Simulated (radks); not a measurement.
Exchange energies: the exact (Fock) value of the Kohn-Sham orbitals and density-functional approximations, as 100 (|E| - |E exact|)/|E exact|, negative where the magnitude is too small. Species: Sb [Kr] 4d10 5s2 5p3; In+ [Kr] 4d10 5s2. Calculated with a radial shooting solver on a logarithmic mesh with Libxc functionals: non-relativistic Kohn-Sham, exchange-only B88, spin-polarised, spherical densities, point nucleus. Every spin shell is full or empty, so the densities are truly spherical. Functionals are evaluated on that one density, not self-consistently.

functional             Sb       In+
exact (hartree)  -163.713  -153.506
LDA                 -4.82     -4.87
B88                 +0.02     +0.05
PBE                 -0.43     -0.40
OPTX                +1.24     +1.23
B86b                -0.01     +0.02
TPSS                -0.30     -0.26
SCAN                +0.17     +0.19
MVS                 +0.07     +0.08
